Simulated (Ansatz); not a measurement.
Total energies of `[CH3][Ge]1([CH3])[CH]=CC=[C]1[C]1=CC=[C]([C]2=CC=[CH][Ge]2([CH3])[CH3])[Ge]1([CH3])[CH3]` from Ansatz at PBE-D4/def2-TZVP, gas phase (1 Eh = 27.2114 eV = 2625.5 kJ/mol). The reference geometry is relaxed at PBE-D4/def2-SVP.

```tsv
state	geometry	energy (Eh)
charge 0 singlet	reference	-6930.96254
charge 1 doublet	reference	-6930.73466
charge 1 doublet	relaxed at PBE-D4/def2-SVP	-6930.73891
charge -1 doublet	reference	-6931.01344
charge -1 doublet	relaxed at PBE-D4/def2-SVP	-6931.01668
free C atom (triplet)	–	-37.79597
free Ge atom (triplet)	–	-2076.60177
free H atom (doublet)	–	-0.49962
```

Single mean-field runs in def2-TZVP are fitted with def2-universal-jkfit.

Problem. Work out the vertical ionisation energy to the doublet.

Solution. E(charge 1 doublet) − E(charge 0 singlet) = -6930.73466 − (-6930.96254) = 0.22788 Eh = 6.20 eV. For comparison, −ε of the highest occupied level is 4.41 eV at this level, 1.79 eV less.

Problem. Work out the vertical electron affinity, to the doublet.

Solution. E(charge 0 singlet) − E(charge -1 doublet) = -6930.96254 − (-6931.01344) = 0.05090 Eh = 1.39 eV. The basis lacks diffuse functions, which makes affinities too small.

Problem. Give the fundamental gap IE − EA, the Mulliken electronegativity (IE + EA)/2 and the hardness (IE − EA)/2.

Solution. From the values in Eh: IE − EA = 0.22788 − 0.05090 = 0.17698 Eh = 4.82 eV; (IE + EA)/2 = 3.79 eV; (IE − EA)/2 = 2.41 eV. The HOMO–LUMO gap of the same run is 1.40 eV, 3.42 eV smaller than the fundamental gap.

Problem. How much does the charge 1 doublet relax, and what is the adiabatic ionisation energy?

Solution. Relaxation: -6930.73466 − (-6930.73891) = 0.00425 Eh = 0.12 eV. Adiabatic ionisation energy: 0.22363 Eh = 6.09 eV, without zero-point energy. 

Problem. How much does the charge -1 doublet relax, and what is the adiabatic electron affinity?

Solution. Relaxation: -6931.01344 − (-6931.01668) = 0.00324 Eh = 0.09 eV. Adiabatic electron affinity: 0.05414 Eh = 1.47 eV, without zero-point energy. 

Problem. What is the binding energy per atom against free atoms?

Solution. Atoms: 18 × (-37.79597) + 3 × (-2076.60177) + 26 × (-0.49962) = -6923.12289 Eh. Binding: -6923.12289 − (-6930.96254) = 7.83965 Eh = 213.33 eV, or 4.54 eV for each of 47 atoms (no zero-point energy, no counterpoise term).

At PBE-D4/def2-TZVP the highest occupied level of the charge -1 doublet lies above zero (up to 0.35 eV). By energy differences its removal costs 1.39 eV (vertical, to the charge 0 singlet, at PBE-D4/def2-TZVP); self-interaction error and the lack of diffuse functions both raise the level. At PBE-D4/def2-TZVP the highest occupied level of the relaxed charge -1 doublet lies above zero (up to 0.09 eV). By energy differences its removal costs 1.47 eV (each at its own geometry, to the charge 0 singlet, at PBE-D4/def2-TZVP); self-interaction error and the lack of diffuse functions both raise the level.
